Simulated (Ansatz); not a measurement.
CH9AlSi3 can be A, `C1[SiH2][AlH][SiH2][SiH2]1`, or B, `[SiH3][SiH2][SiH]1[CH2][AlH]1`.

Gas-phase electronic energies from Ansatz, PBE0-D4/def2-TZVP geometries. CBS: MP2 limit from def2 TZ/QZ plus the TZ coupled-cluster correction, frozen cores. Functionals use def2-TZVPP. B3LYP here is the variant with VWN-RPA as its local correlation; programs differ in this. One conformer a species, not always the lowest.

(1) Which isomer does CCSD(T)/CBS put lower? Give the gap. (Best estimate.)

(2) Give E(B) − E(A) in kJ/mol with PBE0-D4, B2PLYP, CCSD(T)/def2-TZVPP, ωB97M-V, MP2/def2-TZVPP, B3LYP, HF/def2-TZVPP. (Best estimate.)

Largest T1 diagnostic: 0.014.

## Answers

(1) Ansatz gave: A, by 148.5 kJ/mol.

(2) The calculation gave: PBE0-D4 149.6, B2PLYP 141.1, CCSD(T)/def2-TZVPP 148.6, ωB97M-V 146.3, MP2/def2-TZVPP 147.2, B3LYP 135.9, HF/def2-TZVPP 153.0. None reverses the order clearly.

In def2-TZVPP, CCSD(T) changes the Hartree–Fock value by −4.3 kJ/mol (the triples alone add −2.0 kJ/mol) and MP2 by −5.8 kJ/mol. The D4 term adds +9.2 kJ/mol with B3LYP and +4.7 kJ/mol with PBE0; it sums over pairs of atoms, weighted by their polarisabilities, and B3LYP, whose exchange is more repulsive, gets the larger term.
